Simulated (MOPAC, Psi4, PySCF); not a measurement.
Two rigid molecules brought together: CH4 ··· C2H2 (SMILES C and C#C). Monomers: optimised at B3LYP-D3(BJ) (def2-TZVP), held rigid. Orientation: lowest of the rigid-body minima from ten starts at GFN2-xTB. R is the distance of the centres of mass, along which the second monomer moves.

Computed with: PM6, restricted, heats of formation (MOPAC); RKS-M06-2X/6-31G* = restricted M06-2X/6-31G*, spherical d, no counterpoise correction in PySCF; PM7, restricted, heats of formation (MOPAC); SAPT0/jun-cc-pVDZ, frozen core (Psi4).

Interaction energies in kcal/mol:

```
R / Å    PM6  RKS-M06-2X/6-31G*    PM7
-----  -----  -----------------  -----
3.31    1.33               2.12   0.85
3.53    0.12               0.23  -0.39
3.74   -0.21              -0.48  -0.66
3.91   -0.24              -0.68  -0.66
4.10   -0.19              -0.71  -0.60
4.35   -0.13              -0.64  -0.51
4.57   -0.08              -0.54  -0.43
4.95   -0.05              -0.36  -0.33
5.41   -0.03              -0.16  -0.22
6.13   -0.01              -0.03  -0.10
7.08   -0.01              -0.01  -0.04
8.40    0.00               0.00  -0.02
```

### Question
Predict the corresponding SAPT0/jun-cc-pVDZ column.

### Answer
3.31: 3.45; 3.53: 1.36; 3.74: 0.38; 3.91: 0.00; 4.10: -0.20; 4.35: -0.27; 4.57: -0.25; 4.95: -0.19; 5.41: -0.12; 6.13: -0.06; 7.08: -0.02; 8.40: -0.01 (kcal/mol).
